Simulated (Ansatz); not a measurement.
Basis sets compared for Cr2S3. Charge 0, multiplicity 1. Geometry PBE0-D4/def2-SVP. Ansatz on 4 threads of AMD EPYC 7R43 on a shared host; times are rough, and most runs start from earlier orbitals.

```csv
atom,x (Å),y (Å),z (Å)
Cr1,0.483,-0.329,-0.625
Cr2,-0.483,0.329,0.625
S3,-1.547,-1.230,-0.547
S4,0.177,1.862,-0.843
S5,1.371,-0.631,1.389
```

The restricted singlet is unstable towards broken spin symmetry in Hartree–Fock (as tested in another run); at PBE-D4/def2-SVP, PBE0-D4/def2-SVP, PBE0-D4/def2-TZVP this wasn't settled. No other spin state of charge 0 was run. The structure comes from a short search, and lower isomers may exist.

Binding counts from free atoms (Cr septet, S triplet) in the same basis, without a counterpoise term.

| level | functions | energy (Eh) | HOMO (eV) | LUMO (eV) | binding per atom (eV) | wall time |
| --- | --- | --- | --- | --- | --- | --- |
| PBE-D4/def2-SVP | 116 | -3282.0689 | -5.70 | -4.52 | 3.13 | 1.6 s |
| PBE0-D4/def2-SVP | 116 | -3282.0462 | -6.75 | -3.72 | 2.03 | 2.4 s |

(1) Estimate the rows for PBE-D4/def2-TZVP (with forces), PBE0-D4/def2-TZVP.

## Answers

(1) 
```tsv
level	functions	energy (Eh)	HOMO (eV)	LUMO (eV)	binding per atom (eV)	wall time
PBE-D4/def2-TZVP (with forces)	201	-3282.7788	-5.87	-4.63	3.09	3.7 s
PBE0-D4/def2-TZVP	201	-3282.7521	-6.86	-3.74	2.07	7.5 s
```
